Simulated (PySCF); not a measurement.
TiF₃, SMILES [F][Ti+]([F])[F], charge +1, multiplicity 1.

Coordinates come from a PBE0-D3(BJ)/def2-SVP optimisation. The spin state was assumed, not searched. The isomer is the one that the SMILES or the coordinates give; other isomers of the formula were not compared.

These are PBE0-D3(BJ)/def2-SVP run with PySCF values and carry that method's errors.

Frequencies are harmonic and unscaled.

Modes within 1.5 cm⁻¹ of each other (mostly degenerate sets) share a row, with their intensities summed.

```json
[
 {"mode": "1", "ν (cm⁻¹)": "166", "IR (km/mol)": "63.7", "moving atoms (share of kinetic energy)": "F 57 %, Ti 43 %"},
 {"mode": "2–3", "ν (cm⁻¹)": "219", "IR (km/mol)": "18.4", "moving atoms (share of kinetic energy)": "F 87 %, Ti 13 %"},
 {"mode": "4", "ν (cm⁻¹)": "859", "IR (km/mol)": "22.0", "moving atoms (share of kinetic energy)": "F 89 %, Ti 11 %"},
 {"mode": "5–6", "ν (cm⁻¹)": "936", "IR (km/mol)": "456.3", "moving atoms (share of kinetic energy)": "F 63 %, Ti 37 %"}
]
```
